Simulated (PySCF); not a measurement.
Gas-phase reaction: SnCl₃ + SnH₂ + 3 Cl ⇌ 2 SnHCl₃, at 800 K and a standard pressure of 1 bar. Level: r2SCAN/def2-TZVP†.

Method: PySCF energies plus ideal-gas RRHO corrections (1 bar). † marks an energy on the PBE0/def2-TZVP geometry and frequencies. Open shells (unrestricted): SnCl₃ (multiplicity 2), Cl (multiplicity 2, electronic degeneracy 6); the rest are closed-shell singlets. Spin-orbit splitting is ignored; it lowers the true energy and changes the entropy of Cl. Sn: scalar-relativistic def2 core potential, no spin-orbit coupling. SnCl₃, SnH₂, SnHCl₃: computed as isolated molecules; such fragments, hydroxides, amides, oligomers or adducts are transient or little studied in the gas. The harmonic model lacks anharmonicity and excited electronic states, which grow with temperature; levels with a mode under 35 cm⁻¹ are left out. Soft modes under 120 cm⁻¹ make the harmonic entropy rough for SnCl₃, SnHCl₃.

```csv
species,E (Ha),H(800 K) − E (kJ/mol),S°(800 K) (J/mol/K)
SnCl₃,-1595.05959,67.3,430.7
SnH₂,-215.53208,57.0,270.6
Cl,-460.11691,16.6,188.8
SnHCl₃,-1595.66854,94.4,438.5
```
E: electronic energy; H − E holds the zero-point and thermal terms. 1 Ha = 2625.5 kJ/mol.

Task: Work out ΔH°, ΔS°, ΔG° and log10 K from these numbers.

Result: 1. ΔE = 2×(-1595.66854) − 1×(-1595.05959) − 1×(-215.53208) − 3×(-460.11691) = -0.39468 Ha = -1036.2 kJ.
2. Δ(H − E) = 2×(94.4) − 1×(67.3) − 1×(57.0) − 3×(16.6) = 14.7 kJ, so ΔH° = -1021.5 kJ.
3. ΔS° = 2×(438.5) − 1×(430.7) − 1×(270.6) − 3×(188.8) = -390.7 J/K; the number of gas molecules changes by -3.
4. ΔG° = ΔH° − TΔS° = -1021.5 − 800×(-390.7)/1000 = -708.9 kJ.
5. log10 K = −ΔG°/(RT ln 10) = 46.27, with RT ln 10 = 15.32 kJ/mol; at standard pressures the products are favoured.
6. A shift of 10 kJ in ΔE would move log10 K by 0.65 here.
For scale, ΔH°(298 K) is -1024 kJ at this level, -1030 kJ at ωB97M-V/def2-TZVP†, and runs from -1166 to -742 kJ over the 17 levels computed.
